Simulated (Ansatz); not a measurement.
Geometry optimisation, Ansatz 0.2.0, UKS PBE0/def2-SVP.

Input file:

```yaml
crystal:
  periodic: [false, false, false]
  atoms:
    - { symbol: F, position_ang: [-0.5697, -1.2363, 1.18] }
    - { symbol: B, position_ang: [-0.2761, -0.5722, -0.0894] }
    - { symbol: Se, position_ang: [1.2971, 0.6429, -0.2179] }
    - { symbol: H, position_ang: [-0.8603, -0.7548, -1.0503] }
    - { symbol: H, position_ang: [0.4589, 1.8468, 0.1362] }
magnetization:
  spin_polarized: true
basis:
  gaussian: { orbitals: def2-SVP }
hamiltonian:
  xc: pbe0
relax:
  f_tol: 0.02
  max_steps: 50
```

Command:

```bash
$ ansatz run input.yaml --threads 2 --pin off --max-ram 3072MiB --backend cpu --events-out ev --progress --plain --runs-dir out
```

Question: Where does it end, and by what steps?

Answer: The forces met the threshold. After 13 steps the energy has fallen by 1.067 eV; H5 moved furthest, 0.80 Å.

```tsv
step	energy less start (eV)	largest force component (eV/Å)	accepted
0	0.0000	4.952	yes
1	-0.4124	2.572	yes
2	-0.4632	1.082	yes
3	-0.5002	0.543	yes
4	-0.5246	0.101	yes
5	-0.5410	0.284	yes
6	-0.5899	1.064	yes
7	-0.6950	0.870	yes
8	-0.9120	0.611	yes
9	-1.0129	1.142	yes
10	-1.0431	0.298	yes
11	-1.0662	0.068	yes
12	-1.0667	0.024	yes
13	-1.0667	0.005	yes
```

```xyz
5
Properties=species:S:1:pos:R:3
F -0.264 -1.628 0.834
B -0.271 -0.534 0.094
Se 1.104 0.788 0.410
H -1.123 -0.391 -0.746
H 0.603 1.691 -0.634
```

Time of the run: 22 s on 2 threads of Arm Neoverse V2 (shared host), peak memory 0.17 GiB.
